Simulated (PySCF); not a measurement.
# Simulated absorption spectrum

C6H10Si.
Bonds: C1–C2, C2–C3 (triple), C3–C4, C4–C5, C5–Si6, Si6–C7, C4–C7. Hydrogens: H8, H9, H10 on C1; H11 on C4; H12, H13 on C5; H14, H15 on Si6; H16, H17 on C7.

Computed, not measured: TDDFT PBE0/def2-SVPD, vertical, gas phase, core orbitals frozen in the response (PySCF). Geometry: GFN2-xTB, one conformer, isolated molecule.

Computed states:

```
state  E (eV)       f
   S1    5.98  0.0002
   S2    6.27   0.086
   S3    6.47  0.0066
   S4    6.54   0.047
   S5    6.67  0.0015
   S6    6.93   0.091
   S7    7.11   0.076
   S8    7.17  0.0046
```

Broadening: Gaussians 0.4 eV wide at half height, area fixed by f = 4.319×10⁻⁹ ∫ε dν̃. The cross-section is σ = 3.8235×10⁻²¹ ε cm², given in Mb (10⁻¹⁸ cm²). The width is an assumption, not a result. The curve ends short of the highest state used, and states not computed would add to its high-energy end.

Question: Give the broadened spectrum and its maxima.

Answer: 
```csv
λ (nm),σ (Mb)
188.7,21.11
190.5,23.46
192.3,25.84
194.1,27.54
195.9,27.91
197.8,26.39
199.6,23.16
201.4,18.71
203.2,13.89
205.0,9.46
206.9,5.77
208.7,3.33
210.5,1.78
212.3,0.89
214.2,0.40
216.0,0.18
217.8,0.08
219.6,0.03
221.4,0.01
223.3,0.01
225.1,0.00
226.9,0.00
228.7,0.00
230.5,0.00
```

Maxima: 195 nm (6.34 eV), ε about 7300, made up of S2 (73%) and S4 (22%) (ε in L mol⁻¹ cm⁻¹; maxima over ε = 5, shares over 10%).

Question: On this curve, what absorbance would a 10⁻⁴ mol/L sample give at 193 nm over a 1 cm path?

Answer: 193 nm is 6.424 eV, where ε is about 7000 L mol⁻¹ cm⁻¹, so A = ε c l ≈ 0.7 (Beer–Lambert, with the gas-phase spectrum and the assumed width).

Question: Coming from long wavelengths, where does ε first pass 100 L mol⁻¹ cm⁻¹?

Answer: At about 214 nm (5.79 eV), 0.19 eV below S1.

Question: What would ε be at 6.34 eV, the highest of these maxima, with half the width (0.2 eV)?

Answer: About 9270 L mol⁻¹ cm⁻¹ against 7320, a factor of about 1.3; a lone state at its own centre would give exactly 2.
